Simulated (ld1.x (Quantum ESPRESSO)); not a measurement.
## u(r) = r·R(r): atom against pseudo-atom (zinc (Zn))

Columns: radius, all-electron u(r) and pseudo u(r) of the 3d shell (level -11.57 eV) of zinc in the configuration [Ar] 3d10 4s1.5 4p0.5; LDA (PZ), scalar-relativistic, TM scheme, ld1.x (Quantum ESPRESSO) 7.5.

```
r (bohr)  all-electron  pseudo
   0.155        0.2926  0.1465
   0.310        0.7727  0.7014
   0.465        1.0041  1.0633
   0.620        1.0279  1.0506
   0.775        0.9534  0.9537
   0.930        0.8467  0.8467
   1.085        0.7370  0.7370
   1.240        0.6355  0.6355
   1.395        0.5457  0.5457
   1.550        0.4679  0.4679
   1.705        0.4010  0.4010
   1.860        0.3438  0.3438
   2.015        0.2950  0.2950
   2.170        0.2533  0.2533
   2.325        0.2177  0.2177
   2.480        0.1872  0.1872
   2.635        0.1611  0.1611
   2.790        0.1388  0.1388
   2.945        0.1196  0.1196
   3.100        0.1031  0.1031
   3.255        0.0890  0.0890
   3.410        0.0768  0.0768
   3.565        0.0663  0.0663
   3.720        0.0572  0.0572
   3.875        0.0494  0.0494
   4.030        0.0427  0.0427
```

**Question.** How many radial nodes do the two functions have?

**Answer.** The all-electron 3d function has n − l − 1 = 0; the pseudo-wave has 0.

**Question.** At about which radius was the pseudo-wave matched?

**Answer.** 0.85 bohr, where the columns begin to agree (steps of 0.15 bohr).

**Question.** Is the pseudo-wave norm-conserving?

**Answer.** Yes: the TM scheme keeps the norm inside the radius equal to the all-electron one, which fixes the energy derivative of the logarithmic derivative at the level.
